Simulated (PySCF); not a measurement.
**Magnetisability: `C1(O[CH2][GeH3])=CC=CS1`, C₅H₈GeOS**

Geometry (Å), atoms numbered from 1 in this order:
```xyz
16

Ge    3.257   -0.120    0.092
C     1.454    0.686    0.088
O     0.603   -0.442   -0.002
C    -0.721   -0.206   -0.024
C    -1.697   -1.153   -0.105
C    -2.993   -0.588   -0.108
C    -2.988    0.763   -0.028
S    -1.386    1.401    0.052
H     4.313    0.932    0.181
H     3.374   -1.040    1.257
H     3.441   -0.902   -1.162
H     1.240    1.256    1.000
H     1.290    1.360   -0.761
H    -1.488   -2.204   -0.161
H    -3.891   -1.177   -0.166
H    -3.815    1.442   -0.011
```

Level of theory: PySCF, GIAO HF/pcSseg-1 magnetisability, rotational g tensor and spin-rotation constants, non-relativistic, gas phase. Geometry: GFN2-xTB.

The calculation is non-relativistic, which matters for the atoms heavier than Zn.

Question: What are the magnetisability and the molar susceptibility?

Answer: Isotropic -1729 × 10⁻³⁰ J/T², or -104.1 × 10⁻⁶ cm³/mol; principal values -2140, -1564, -1482 × 10⁻³⁰ J/T², anisotropy 621 × 10⁻³⁰ J/T² (root of half the summed squared differences of the principal values). The susceptibility is in cgs units.

Question: Split it along the inertial axes a, b, c into diamagnetic and paramagnetic parts about the centre of mass, with the quadrupole moment.

Answer: 
```csv
axis,χ (10⁻⁶ cm³/mol),diamagnetic (10⁻⁶ cm³/mol),paramagnetic (10⁻⁶ cm³/mol),summed x² of all electrons (Å²),quadrupole Θ (D Å)
a,-93.0,-401.0,308.0,581.6,+6.66
b,-90.4,-2550.3,2459.9,75.0,+0.98
c,-128.9,-2785.5,2656.6,19.5,-7.63
```
Anisotropies 2χaa − χbb − χcc = +33.3 and 2χbb − χaa − χcc = +41.0 × 10⁻⁶ cm³/mol. Θ is traceless in Buckingham's convention.

Question: And the rotational g tensor?

Answer: 
```tsv
axis	rotational constant (GHz)	g	nuclear part	electronic part
a	4.5410	-0.0632	0.5939	-0.6571
b	0.4452	-0.0060	0.5084	-0.5145
c	0.4084	+0.0028	0.5125	-0.5097
```
Asymmetric top; isotopes 12C, 74Ge, 1H, 16O, 32S; no vibrational averaging.
